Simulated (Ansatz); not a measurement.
A barrier at the coupled-cluster level

Start structure (CH4BrGa, singlet), relaxed at PBE0-D4/def2-TZVP:

Ga1  (-0.181, -0.770, -0.614)
Br2  (1.698, -1.052, -1.924)
H3  (-1.325, -1.787, -0.920)
C4  (-0.077, 0.687, 0.681)
H5  (-0.989, 0.777, 1.272)
H6  (0.104, 1.627, 0.155)
H7  (0.770, 0.518, 1.350)
(Å)

The step: CH₄BrGa ([CH3][GaH][Br]) → CH₃Ga ([CH3][Ga]) + HBr; bonds formed: Br2–H3; bonds broken: Ga1–Br2, Ga1–H3. Program: Ansatz 0.2.0. Basis: def2-TZVPP and def2-QZVPP. Cores are frozen in the correlated methods. Filled d shells of the heavier atoms are correlated. The def2 sets are not built for correlating such inner shells, so the correlated values are less sure here. Extrapolation: Hartree–Fock as exp(−7.88 √X), correlation as X^−2.97. Energies below are by CCSD(T) at an estimated basis limit (MP2 extrapolated from triple and quadruple zeta, plus CCSD(T) − MP2 in triple zeta).

**Question.** What are the electronic barrier and the energy of the step, from the start structure to the end structure? (Judge from chemistry; the value comes from the calculation.)

**Answer.** The calculation gives: Barrier 2.318 eV; step energy 2.006 eV (uphill); reverse barrier, their difference, 0.312 eV. Barrier and step energy count from the start structure, the reverse barrier from the end structure.

The saddle point: One imaginary mode of 532i cm⁻¹.
| pair | start (Å) | saddle (Å) | end (Å) |
| --- | --- | --- | --- |
| Br2–H3 | 3.27 | 1.74 | 1.47 |
| Ga1–Br2 | 2.31 | 2.87 | 3.85 |
| Ga1–H3 | 1.56 | 1.70 | 2.38 |

Zero-point energy (harmonic, PBE0-D4): ZPE is 1.178 eV at the start and 1.087 eV at the saddle, so the barrier goes from 2.318 to 2.227 eV.

T1 diagnostic: at most 0.013. The restricted Hartree–Fock reference is unstable towards an unrestricted one at one or more of these structures.

Labels in which every atom is bracketed show which atoms are joined, not bond orders.

For scale, one of the runs: CCSD(T)/def2-TZVPP, 183 basis functions, launched by `ansatz run in.yaml --threads 4 --pin off --events-out ev --progress --plain --max-ram 9574MiB`. Time: 61 s of wall clock on 4 CPU threads of an Arm Neoverse V1; the host was shared. Peak host memory: 1.9 GiB.
